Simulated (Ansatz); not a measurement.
Start from `[OH][W]([OH])(=[S])=[S]` and change one atom or group to get `[OH][W]([F])(=[S])=[S]`.

Ansatz, PBE0-D4/def2-TZVP geometries, multiplicity 1. Each molecule was computed in one conformer, which needn't be the lowest.

Elements past krypton have def2 core potentials.

```json
{"property": "LUMO energy (B3LYP/def2-TZVPP) / eV", "`[OH][W]([OH])(=[S])=[S]`": "-2.78"}
{"property": "HOMO energy (PBE0/def2-TZVPP) / eV", "`[OH][W]([OH])(=[S])=[S]`": "-7.24"}
{"property": "LUMO energy (PBE/def2-TZVPP) / eV", "`[OH][W]([OH])(=[S])=[S]`": "-3.30"}
{"property": "LUMO energy (ωB97M-V/def2-TZVPP) / eV", "`[OH][W]([OH])(=[S])=[S]`": "-0.62"}
{"property": "HOMO–LUMO gap (PBE/def2-TZVPP) / eV", "`[OH][W]([OH])(=[S])=[S]`": "2.83"}
{"property": "HOMO–LUMO gap (ωB97M-V/def2-TZVPP) / eV", "`[OH][W]([OH])(=[S])=[S]`": "8.59"}
```

**Question.** Give the same properties after the change, and the shifts. (Best estimate.)

**Answer.** The calculation gave: 
```json
{"property": "LUMO energy (B3LYP/def2-TZVPP) / eV", "`[OH][W]([F])(=[S])=[S]`": "-3.00", "shift": "-0.22"}
{"property": "HOMO energy (PBE0/def2-TZVPP) / eV", "`[OH][W]([F])(=[S])=[S]`": "-7.51", "shift": "-0.27"}
{"property": "LUMO energy (PBE/def2-TZVPP) / eV", "`[OH][W]([F])(=[S])=[S]`": "-3.50", "shift": "-0.20"}
{"property": "LUMO energy (ωB97M-V/def2-TZVPP) / eV", "`[OH][W]([F])(=[S])=[S]`": "-0.82", "shift": "-0.20"}
{"property": "HOMO–LUMO gap (PBE/def2-TZVPP) / eV", "`[OH][W]([F])(=[S])=[S]`": "2.88", "shift": "0.05"}
{"property": "HOMO–LUMO gap (ωB97M-V/def2-TZVPP) / eV", "`[OH][W]([F])(=[S])=[S]`": "8.65", "shift": "0.06"}
```

With PBE0 the HOMO falls by 0.27 eV and the LUMO falls by 0.22 eV, so the gap widens by about 0.05 eV. PBE moves the HOMO by -0.26 eV and ωB97M-V by -0.25 eV. The zero-point energy changes by -28.5 kJ/mol with -3 modes.

B3LYP here is the variant with VWN-RPA as its local correlation; programs differ in this.
